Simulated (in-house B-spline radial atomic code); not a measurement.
Radial electron density of Sb VIII (Sb7+), [Kr] 4d8. Computed with a B-spline radial code for spherical atoms: scalar-relativistic (X2C) BLYP, spin-polarised, spherical fractional occupations, Fermi nucleus of rms radius 4.6802 fm.

One-electron X2C: radii and densities carry no picture-change correction, so inner-shell <1/r> comes out high (for 1s by about 2 % at Z = 33, 5 % at 54, 10 % at 75, 30 % at 118) and <r> low.

Columns: r (bohr), 4πr²n(r) (electrons per bohr), bar.

```
0.000847    1.887 #
 0.00103    2.579 #
 0.00124    3.456 ##
 0.00151    4.696 ##
 0.00183    6.302 ###
 0.00222    8.418 ####
 0.00269    11.14 ######
 0.00326    14.61 ########
 0.00395    18.94 ##########
 0.00479    24.25 #############
 0.00581    30.54 ################
 0.00704    37.63 ####################
 0.00854    45.28 ########################
  0.0103    52.67 ###########################
  0.0125    59.45 ###############################
  0.0152     64.4 #################################
  0.0184    66.51 ###################################
  0.0224    65.49 ##################################
  0.0271    62.09 ################################
  0.0328    58.23 ##############################
  0.0398    56.79 ##############################
  0.0483    60.39 ###############################
  0.0585    69.05 ####################################
   0.071    79.27 #########################################
   0.086     84.6 ############################################
   0.104    80.75 ##########################################
   0.126    69.66 ####################################
   0.153    60.01 ###############################
   0.186    60.14 ###############################
   0.225    67.28 ###################################
   0.273    69.22 ####################################
   0.331    57.14 ##############################
   0.401    37.29 ###################
   0.487     23.5 ############
    0.59    21.64 ###########
   0.715    24.05 #############
   0.867    21.95 ###########
    1.05    14.87 ########
    1.27    7.488 ####
    1.54    2.748 #
    1.87   0.7167 
    2.27   0.1274 
    2.75  0.01427 
    3.34 0.0008175
```

On this grid the curve has 4 maxima, near 0.0184, 0.086, 0.273, 0.715 bohr.

The 4d down radial function P(r) = rR(r), positive near the nucleus:

```tsv
r (bohr)	P
0.0103	0.001819
0.0152	0.005187
0.0224	0.0143
0.0328	0.03699
0.0483	0.09045
0.071	0.1986
0.104	0.3732
0.153	0.5644
0.225	0.5874
0.331	0.2104
0.487	-0.5193
0.715	-1.079
1.05	-1.001
1.54	-0.506
2.27	-0.123
3.34	-0.01044
```
